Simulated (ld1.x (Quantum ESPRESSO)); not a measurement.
## neon (Ne), RRKJ: configuration errors across variants

```
Element                 : Ne
Generator               : ld1.x (Quantum ESPRESSO) 7.5
Type                    : norm-conserving RRKJ (Kleinman–Bylander form)
Functional              : PBE
Relativity              : non-relativistic
Frozen core             : [He]
Valence charge          : 8
Reference configuration : 2s2 2p5.5 (charge +0.5)
Partial waves           : 2s (bound): rc 0.50 bohr; 3d channel at 0.15 Ry: rc 1.45 bohr; 2p (bound): rc 1.50 bohr
Local potential         : the p channel
Core correction         : a·sin(br)/r model core, default radius (core density twice the valence density)
rho0                    : 0.01
```

All-electron excitation energies from the reference (eV): (1) 2s2 2p6 -8.875; (2) 2s2 2p5 13.615; (3) 2s2 2p4 56.897; (4) 2s1 2p6 36.873; (5) 2s2 2p3 124.334; (6) 2s2 2p2 218.959.

The default core radius of the base comes out at 0.25 bohr.

3 further variants failed, have other tests or another functional or relativity, and are left out.

Errors AE − PS in meV (a dash: test not solved or not reliable):

```tsv
change	(1)	(2)	(3)	(4)	(5)	(6)	bound ghosts
base	-9.9	-3.7	+90	-91	+766	+2833	not determined
type TM; local potential the s channel; rho0 0	+4.4	+13	+235	-71	+1120	+3370	none
core correction a·sin(br)/r model core inside 0.62 bohr	-9.9	-3.8	+88	-88	+759	+2813	not determined
all radii but the core radius scaled by about 1.37 (s 0.68, p 2.06, d 2.00 bohr)	-4.8	+30	+703	-363	+3351	+9583	none
wave 2p (bound): rc 1.50 bohr becomes 2p (bound): rc 1.30 bohr	-6.9	-4.3	+27	-41	+385	+1620	not determined
wave 3d channel at 0.15 Ry: rc 1.45 bohr becomes 3d channel at 0.15 Ry: rc 1.38 bohr	-9.9	-3.7	+90	-91	+766	+2833	not determined
```

(1) Give the same row for: wave 2s (bound): rc 0.50 bohr becomes 2s (bound): rc 0.64 bohr.

Answers

(1) -10, -3.9, +86, -88, +750, +2791; bound ghosts: none.
